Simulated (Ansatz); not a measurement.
C3H9BO, SMILES `CC(C)BO` at its PBE0-D4/def2-TZVP geometry, where that method's forces vanish. Total charge 0; spin multiplicity 1.

```
atom    x (Å)    y (Å)    z (Å)
  C1  -0.4205  -0.3925   1.3898
  C2   0.0351   0.2988   0.1028
  C3   1.4882  -0.0636  -0.2112
  B4  -0.8950  -0.1262  -1.0935
  O5  -1.6485   0.7397  -1.8110
  H6  -1.4412  -0.1156   1.6672
  H7   0.2341  -0.1312   2.2270
  H8  -0.3931  -1.4802   1.2770
  H9  -0.0219   1.3866   0.2584
 H10   2.1459   0.1982   0.6235
 H11   1.8588   0.4529  -1.1007
 H12   1.5910  -1.1384  -0.3873
 H13  -0.9763  -1.2785  -1.4279
 H14  -1.5568   1.6501  -1.5143
```

Q: For each bond, give half the difference of the two atoms' forces along it (eV/Å; positive pushes the atoms apart) under PBE-D4, r2SCAN-D4, B3LYP-D4, ωB97M-V in def2-TZVPP. (Estimate.)

A: Computed: 
```csv
bond,length (Å),PBE-D4,r2SCAN-D4,B3LYP-D4,ωB97M-V
C1–C2,1.530,0.04,0.13,0.19,0.15
C1–H6,1.093,0.09,-0.03,-0.07,-0.07
C1–H7,1.094,0.11,-0.03,-0.08,-0.08
C1–H8,1.094,0.11,-0.04,-0.07,-0.07
C2–C3,1.530,0.03,0.12,0.18,0.15
C2–B4,1.574,-0.17,-0.09,-0.02,-0.01
C2–H9,1.100,0.13,-0.03,-0.09,-0.12
C3–H10,1.094,0.11,-0.03,-0.08,-0.08
C3–H11,1.093,0.09,-0.03,-0.07,-0.07
C3–H12,1.094,0.11,-0.04,-0.07,-0.07
B4–O5,1.354,0.31,0.18,0.12,0.18
B4–H13,1.203,0.02,-0.06,-0.17,-0.17
O5–H14,0.962,0.41,0.01,-0.01,-0.09
```

B3LYP here is the variant with VWN-RPA as its local correlation; programs differ in this.
